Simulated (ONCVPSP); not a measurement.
## u(r) = r·R(r): atom against pseudo-atom (V)

Columns: radius, all-electron u(r) and pseudo u(r) of the 3p shell (level -40.56 eV) of vanadium in the configuration [Ne] 3s2 3p6 3d4 4s1; PW91, scalar-relativistic, ONCV scheme, ONCVPSP 4.0.1.

```tsv
r (bohr)	all-electron	pseudo
0.070	-0.2984	0.0191
0.140	-0.5302	0.0750
0.210	-0.4934	0.1635
0.280	-0.2783	0.2780
0.350	0.0087	0.4098
0.420	0.2971	0.5489
0.490	0.5488	0.6847
0.560	0.7492	0.8075
0.630	0.8954	0.9093
0.700	0.9911	0.9848
0.770	1.0437	1.0319
0.840	1.0612	1.0509
0.910	1.0519	1.0453
0.980	1.0227	1.0194
1.050	0.9797	0.9784
1.120	0.9276	0.9272
1.190	0.8701	0.8700
1.260	0.8100	0.8099
1.330	0.7494	0.7493
1.400	0.6898	0.6897
1.470	0.6322	0.6321
1.540	0.5773	0.5772
1.610	0.5256	0.5255
1.680	0.4772	0.4772
1.750	0.4323	0.4323
1.820	0.3909	0.3908
```

Problem. How many radial nodes do the two functions have?

Solution. The all-electron 3p function has n − l − 1 = 1; the pseudo-wave has 0, since the states of the same l below it are removed with the core.

Problem. At about which radius was the pseudo-wave matched?

Solution. 1.25 bohr. The columns agree to 0.0005 from 1.12 bohr on; several derivatives are matched, so the curves merge somewhat inside the radius.

Problem. Is the pseudo-wave norm-conserving?

Solution. Yes: the ONCV scheme keeps the norm inside the radius equal to the all-electron one, which fixes the energy derivative of the logarithmic derivative at the level.
